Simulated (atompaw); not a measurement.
**u(r) = r·R(r): atom against pseudo-atom (gold (Au))**

Columns: radius, all-electron u(r) and pseudo u(r) of the 5s shell (level -108.44 eV) of gold in the configuration [Kr] 4d10 4f14 5s2 5p6 5d10 6s1 6p0; PBEsol, scalar-relativistic, PAW (atompaw) scheme, atompaw 4.2.0.5.

| r (bohr) | all-electron | pseudo |
| --- | --- | --- |
| 0.085 | 0.0779 | 0.2129 |
| 0.169 | 0.3443 | 0.4155 |
| 0.254 | -0.4340 | 0.6053 |
| 0.338 | -0.6887 | 0.7715 |
| 0.423 | -0.3548 | 0.9124 |
| 0.508 | 0.1901 | 1.0220 |
| 0.592 | 0.6766 | 1.0973 |
| 0.677 | 1.0166 | 1.1393 |
| 0.762 | 1.1967 | 1.1479 |
| 0.846 | 1.2481 | 1.1261 |
| 0.931 | 1.2113 | 1.0773 |
| 1.015 | 1.1212 | 1.0075 |
| 1.100 | 1.0023 | 0.9205 |
| 1.185 | 0.8739 | 0.8230 |
| 1.269 | 0.7493 | 0.7219 |
| 1.354 | 0.6322 | 0.6202 |
| 1.438 | 0.5287 | 0.5248 |
| 1.523 | 0.4372 | 0.4366 |
| 1.608 | 0.3591 | 0.3592 |
| 1.692 | 0.2939 | 0.2939 |
| 1.777 | 0.2389 | 0.2389 |
| 1.862 | 0.1933 | 0.1933 |
| 1.946 | 0.1564 | 0.1564 |
| 2.031 | 0.1258 | 0.1258 |
| 2.115 | 0.1013 | 0.1013 |
| 2.200 | 0.0812 | 0.0812 |

(1) How many radial nodes do the two functions have?

(2) At about which radius was the pseudo-wave matched?

(3) Is the pseudo-wave norm-conserving?

Answers

(1) The all-electron 5s function has n − l − 1 = 4 (the table is too coarse to show those close to the nucleus); the pseudo-wave has 0, since the states of the same l below it are removed with the core.

(2) 1.75 bohr. The columns agree to 0.0005 from 1.61 bohr on; several derivatives are matched, so the curves merge somewhat inside the radius.

(3) No, it belongs to a PAW set: the norm inside the radius is not constrained, and the difference is carried by the augmentation charge.
